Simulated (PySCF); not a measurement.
**Question.** Give a PBE0-D3(BJ)/def2-SVP geometry of Ti(CH2Ph)2Cl2 (`[Cl][Ti]([Cl])([CH2]c1ccccc1)[CH2]c1ccccc1`). (Singlet state.)

**Answer.** 
```
atom  x, y, z in Å
Ti1    0.1013   -0.0335   -0.0295
C2     0.3084    0.1677    2.0054
C3    -1.1099    0.1223    2.4410
C4    -1.8675    1.3024    2.5599
C5    -3.1982    1.2631    2.9606
C6    -3.8117    0.0421    3.2419
C7    -3.0810   -1.1389    3.1149
C8    -1.7490   -1.1012    2.7158
H9     0.8085    1.1240    2.2172
H10    0.9143   -0.6772    2.3650
H11   -1.3967    2.2621    2.3323
H12   -3.7621    2.1942    3.0542
H13   -4.8575    0.0111    3.5560
H14   -3.5529   -2.1006    3.3301
H15   -1.1857   -2.0318    2.6121
C16    2.1269    0.1678   -0.2909
C17    2.0793    0.0155   -1.7637
C18    2.1347   -1.2577   -2.3655
C19    2.0315   -1.4038   -3.7442
C20    1.8617   -0.2837   -4.5579
C21    1.7969    0.9848   -3.9811
C22    1.8990    1.1331   -2.6030
H23    2.6553   -0.6385    0.2372
H24    2.4520    1.1587    0.0557
H25    2.2567   -2.1401   -1.7329
H26    2.0808   -2.4011   -4.1870
H27    1.7760   -0.3995   -5.6407
H28    1.6622    1.8674   -4.6104
H29    1.8345    2.1283   -2.1565
Cl30  -0.8943    1.7996   -0.7762
Cl31  -0.4748   -2.1473   -0.3664
```

Orientation and origin are arbitrary. Atoms count from 1 in this order. The C–C distances run from 1.390 Å (C21–C22) to 1.484 Å (C2–C3), a spread of 0.094 Å. Ti1 (titanium bonded to 2 C and 2 Cl) has angles from 91.0° to 128.4°. Of the pairs four or more bonds apart, C22···Cl30 is among the closest relative to their van der Waals radii: 3.40 Å, 99 % of the sum of Bondi's values.

Bonds between heavy atoms (Å): Ti1–C2 2.055, Ti1–C16 2.052, Ti1–Cl30 2.216, Ti1–Cl31 2.217, C2–C3 1.484, C3–C4 1.407, C3–C8 1.407, C4–C5 1.390, C5–C6 1.395, C6–C7 1.395, C7–C8 1.391, C16–C17 1.481, C17–C18 1.409, C17–C22 1.409, C18–C19 1.390, C19–C20 1.395, C20–C21 1.395, C21–C22 1.390.

Computed with PBE0-D3(BJ)/def2-SVP geometry optimisation, gas phase (PySCF 2.14.0).

Point group: near C2v, missed by 0.22 Å at most; the miss may be what the optimiser left on a soft mode. Not checked by PBE0-D3(BJ)/def2-SVP frequencies. Torsions: C16–Ti1–C2–C3 177°, C2–Ti1–C16–C17 179°, Ti1–C2–C3–C4 -91°, C2–C3–C4–C5 180°, C2–C3–C8–C7 180°.
